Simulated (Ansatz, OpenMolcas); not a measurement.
How basis sets differ on GeSiH6O (SMILES [SiH3][O][GeH3])

The species is GeSiH6O (9 atoms), meant as a singlet with charge 0. As SMILES, `[SiH3][O][GeH3]`. Geometry: relaxed at PBE0-D4/def2-TZVP.

Each level gives the HOMO–LUMO gap (eV). The values are calculated.

```
            level          kind     program  value (eV)
HF/ANO-R0 (sfX2C)  Hartree–Fock  OpenMolcas       13.75
        HF/STO-3G  Hartree–Fock      Ansatz       19.28
         HF/3-21G  Hartree–Fock  OpenMolcas       15.37
     HF/ANO-S-VDZ  Hartree–Fock  OpenMolcas       14.46
      HF/def2-SVP  Hartree–Fock      Ansatz       15.46
```

All-electron rows without a relativistic Hamiltonian named are non-relativistic. The values span 13.75 to 19.28 eV. A Hartree–Fock LUMO above zero doesn't converge with the basis: it sinks as sets grow more diffuse. Orbital gaps aren't excitation energies.
